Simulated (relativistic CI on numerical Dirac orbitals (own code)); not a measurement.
# Hyperfine structure of Co⁷⁺, mass number 59

Computed by Dirac-Coulomb-Breit CI, separate exchange-only KLI orbitals for each configuration, model QED, unscaled Slater integrals (own radial code, finite nucleus).

CI space (outside the closed core [Ne]): 3s²3p⁶3d², 3s²3p⁵3d³, 3s²3p⁶3d4s, 3s3p⁶3d³, 3s²3p⁶3d4p, 3s²3p⁶4s², 3s²3p⁶3d4d, 3s²3p⁶4s4p, 3s²3p⁶3d4f, 3s²3p⁶4p², 3s²3p⁶3d5s, 3s²3p⁶4s4d, 3s²3p⁶3d5p, 3s²3p⁶4p4d, 3p⁶3d⁴, 3p⁵3d⁵. Double excitations out of closed p, d and f shells are left out; levels of such configurations are missing from the list, as are those of other unlisted configurations, and high levels can miss mixing partners.

Nuclear spin I = 7/2, μ = 4.615 μN, Q = 0.42 b (tables of Stone and Pyykkö). The electronic factors are computed for point nuclear moments, without core polarisation or the Bohr-Weisskopf and QED corrections.

```json
{"Level": "3s²3p⁶3d² ³F2", "E (cm⁻¹)": "0", "A (MHz)": "1784", "B (MHz)": "182"}
{"Level": "3s²3p⁶3d² ³F3", "E (cm⁻¹)": "1384", "A (MHz)": "1156", "B (MHz)": "201"}
{"Level": "3s²3p⁶3d² ³F4", "E (cm⁻¹)": "3067", "A (MHz)": "880.6", "B (MHz)": "271"}
{"Level": "3s²3p⁶3d² ¹D2", "E (cm⁻¹)": "21868", "A (MHz)": "1196", "B (MHz)": "-238"}
{"Level": "3s²3p⁶3d² ³P1", "E (cm⁻¹)": "25204", "A (MHz)": "74.73", "B (MHz)": "188"}
{"Level": "3s²3p⁶3d² ³P2", "E (cm⁻¹)": "26367", "A (MHz)": "773.3", "B (MHz)": "-366"}
{"Level": "3s²3p⁶3d² ¹G4", "E (cm⁻¹)": "35096", "A (MHz)": "1191", "B (MHz)": "1070"}
{"Level": "3s²3p⁵3d³ ⁵D°2", "E (cm⁻¹)": "425162", "A (MHz)": "2249", "B (MHz)": "1040"}
```

Levels with J = 0, under 50 % of one LS term, or S terms without an open s electron are left out. Small factors come from cancelling terms and can be off by tens of per cent or more.

At this charge configurations can still be misplaced by up to about 7 % of their energy. Terms inside the open d or f shell come out 10 to 20 % too wide with unscaled integrals. 37 of the 55 excited levels that our extract of the measured tables holds in this range could be paired (the sources list more); they are missed by 10915 cm⁻¹ on average and 147096 at most, and levels without a partner can miss by more.

Q: Give the hyperfine levels of 3s²3p⁶3d² ³F2 relative to its centre of gravity.

A: With K = F(F + 1) − I(I + 1) − J(J + 1), E = AK/2 + B[¾K(K + 1) − I(I + 1)J(J + 1)]/[2I(2I − 1)J(2J − 1)]: F = 3/2: -15960, F = 5/2: -11580, F = 7/2: -5405, F = 9/2: 2615, F = 11/2: 12540 MHz.

LS names give the leading component of a level, which can be under half, so a name can repeat, a term be missing and a line seem to break the LS rules.
